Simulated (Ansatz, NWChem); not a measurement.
How basis sets differ on GeTe (SMILES [Ge][Te])

GeTe has 2 atoms, charge 0, and is taken as a singlet. As SMILES, `[Ge][Te]`. Geometry: the measured bond length.

```jsonl
{"atom": "Ge", "x (Å)": "0.0000", "y (Å)": "0.0000", "z (Å)": "0.0000"}
{"atom": "Te", "x (Å)": "0.0000", "y (Å)": "0.0000", "z (Å)": "2.3402"}
```

Each level gives the dipole moment (D). The values are calculated.

| level | kind | program | value (D) | CPU time |
| --- | --- | --- | --- | --- |
| wB97X/def2-SV(P) (core potential) | range-separated hybrid | Ansatz | 1.35 | 4.3 s |
| wB97X/def2-TZVP (core potential) | range-separated hybrid | NWChem | 1.42 | 90 s |
| wB97X/def2-TZVPP (core potential) | range-separated hybrid | Ansatz | 1.42 | 6.3 s |
| wB97X/def2-QZVP (core potential) | range-separated hybrid | Ansatz | 1.45 | 12 s |

The values span 1.35 to 1.45 D. Times are those of the runs behind each value, whatever else they computed, on shared processors of several kinds: orders of magnitude only.
